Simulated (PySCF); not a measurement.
Excitation energy of Al⁺ by level of theory

Al⁺ [Ne] 3s2 (1S) → Al⁺ [Ne] 3s1 4s1 (3S), as a difference of total energies. Calculation: PySCF 2.14, in aug-cc-pVDZ-DK; the spin-free X2C one-electron Hamiltonian (Gaussian nucleus). Correlated levels: valence: [Ne] frozen. The calculations carry no spin-orbit coupling.

```tsv
method	excitation energy (cm⁻¹)	error (cm⁻¹)
UHF	83624	-7651
LDA	91544	+270
PBE	90587	-687
PBE0	90190	-1085
r2SCAN	89262	-2013
TPSSh	90376	-898
B3LYP	92433	+1159
MP2 (valence)	88484	-2791
SCS-MP2 (valence)	90029	-1246
```

Reference: 91275 cm⁻¹ (measured; NIST levels).

Errors of the correlated levels include the incompleteness of this basis and the frozen core.
